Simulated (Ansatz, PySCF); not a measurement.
Isomers of H6B2Si. Isolated molecules, 0 K electronic values unless said otherwise. One relaxed conformer stands for each flexible species; it need not be the lowest. Strings in code marks are SMILES.

Quantity: electronic energy of isomers of H6B2Si relative to `BB[SiH3]`, in kJ/mol.

Level 1: frozen-core CCSD(T)/cc-pVDZ // PBE0-D3(BJ)/def2-TZVP (Ansatz, a program for electronic structure)
Level 2: LDA/cc-pVTZ // PBE0-D3(BJ)/def2-TZVP (Ansatz)
Level 3: M06-2X/6-31G* // PBE0-D3(BJ)/def2-TZVP (PySCF)
Level 4: HF/3-21G // PBE0-D3(BJ)/def2-TZVP (PySCF)

```tsv
species	level 2	level 3	level 4
`B[SiH2]B`	45.7	26.02	25.21
```

Problem. What does level 1 give for each?

Solution. 
- `B[SiH2]B`: 23.69
